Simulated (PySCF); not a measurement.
CH2Cl, SMILES Cl[CH2], multiplicity 2. Geometry optimised at B3LYP-D3(BJ)/def2-TZVP. The isomer is the one that the SMILES or the coordinates give; other isomers of the formula were not compared.

Level of theory: B3LYP-D3(BJ)/def2-TZVP (PySCF 2.14.0).

Harmonic wavenumbers (cm⁻¹): 217, 834, 995, 1416, 3170, 3318. Rotational constants (GHz): 276.7, 15.83, 14.97; symmetry number 2.

Work out the zero-point energy and the ideal-gas rigid-rotor harmonic-oscillator thermochemistry at 298.15 K and 1 atm.

ZPE = ½ Σ hcν = ½ × 9950 cm⁻¹ = 14.22 kcal/mol. H − E(el) = 17.00 kcal/mol. Entropy in cal/(mol K): translation 37.62, rotation 17.76, vibration 2.28, spin 1.38, total 59.03. G − E(el) = -0.60 kcal/mol. Cp = 10.84 cal/(mol K).
